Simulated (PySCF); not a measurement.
Se(Br)(OMe) (CH3BrOSe), SMILES O(C)[Se]Br.

The structure is a stationary point at PBE0-D3(BJ)/def2-SVP. The structure was generated by enumeration, and PubChem lists no compound with its InChIKey, so it may never have been made. One conformer was computed; it need not be the lowest.

Two levels are set side by side: PBE/def2-TZVP (PySCF) and M06-2X/def2-TZVP (PySCF). Same geometry, gas phase. Differences are taken from unrounded values.

| quantity | M06-2X |
|---|---|
| orbital gap (eV) | 6.48 |
| highest occupied level (eV) | -7.88 |
| lowest empty level (eV) | -1.40 |
| dipole moment (D) | 1.69 |
| mean polarisability (bohr³) | 62.2 |

Question: What does PBE give, and how far is it from M06-2X? (The exact figures need the calculation; the answer reports its results.)

Answer: 
| quantity | PBE | PBE minus M06-2X |
|---|---|---|
| orbital gap (eV) | 2.32 | -4.16 |
| highest occupied level (eV) | -5.44 | 2.44 |
| lowest empty level (eV) | -3.12 | -1.72 |
| dipole moment (D) | 1.73 | 0.04 |
| mean polarisability (bohr³) | 64.8 | 2.6 |

PBE's occupied levels lie high since its potential decays too fast outside the molecule; exact exchange lowers them and widens the gap. Loosely held outer electrons make PBE densities more polarisable. Differences between two approximate levels are no errors against the true value.

Rough cost on one machine, each run with all the roots and properties that it gave: M06-2X against PBE about 3 times.
